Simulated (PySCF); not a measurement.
**Arsenic: highly charged ions in a basis for the neutral atom**

As²⁰⁺ [Ne] 3s2 3p1, As²¹⁺ [Ne] 3s2. Computed with PySCF 2.14 in def2-SVP, with the non-relativistic Hamiltonian (point nucleus). No spin-orbit coupling, so a gap to NIST mixes the basis error with missing relativistic terms.

Changed run: basis of the neutral atom used for a highly charged ion. This setting is unsound on purpose.

```
species  method  sound run (hartree)  changed run (hartree)  converged
  As²⁰⁺     UHF              not run            -1998.86999        yes
  As²⁰⁺  r2SCAN              not run            -1999.34355        yes
  As²⁰⁺     PBE              not run            -1999.04324        yes
  As²¹⁺     UHF              not run            -1969.86215        yes
  As²¹⁺  r2SCAN              not run            -1970.28276        yes
  As²¹⁺     PBE              not run            -1969.98210        yes
```

Ionisation energy of As²⁰⁺:

```csv
method,changed run (eV),NIST (eV)
UHF,789.34,814 ± 4
r2SCAN,790.78,814 ± 4
PBE,790.79,814 ± 4
```

The contracted functions were made for the neutral atom and can be too rigid for a highly charged ion.
